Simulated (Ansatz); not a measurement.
`OBOBF` and `FBOCS` differ in one atom or group.

Ansatz, PBE0-D4/def2-TZVP geometries, multiplicity 1. Each molecule was computed in one conformer, which needn't be the lowest.

```csv
property,`OBOBF`
LUMO energy (PBE/def2-TZVPP) / eV,-1.17
LUMO energy (PBE0/def2-TZVPP) / eV,-0.12
HOMO energy (B3LYP/def2-TZVPP) / eV,-9.33
size of the dipole moment (PBE/def2-TZVPP) / D,1.99
HOMO energy (PBE/def2-TZVPP) / eV,-7.97
HOMO–LUMO gap (PBE0/def2-TZVPP) / eV,9.43
```

**Question.** Give the same properties after the change, and the shifts. (Estimate.)

**Answer.** The calculation gave: 
| property | `FBOCS` | shift |
| --- | --- | --- |
| LUMO energy (PBE/def2-TZVPP) / eV | -1.07 | 0.10 |
| LUMO energy (PBE0/def2-TZVPP) / eV | -0.06 | 0.06 |
| HOMO energy (B3LYP/def2-TZVPP) / eV | -7.27 | 2.06 |
| size of the dipole moment (PBE/def2-TZVPP) / D | 1.82 | -0.17 |
| HOMO energy (PBE/def2-TZVPP) / eV | -6.25 | 1.72 |
| HOMO–LUMO gap (PBE0/def2-TZVPP) / eV | 7.46 | -1.97 |

With PBE0 the HOMO rises by 2.03 eV and the LUMO rises by 0.06 eV, so the gap narrows by about 1.97 eV. PBE moves the HOMO by 1.72 eV and ωB97M-V by 2.16 eV. The zero-point energy changes by 24.9 kJ/mol with +3 modes. Dipoles are sizes alone; their direction can turn.

B3LYP here is the variant with VWN-RPA as its local correlation; programs differ in this.
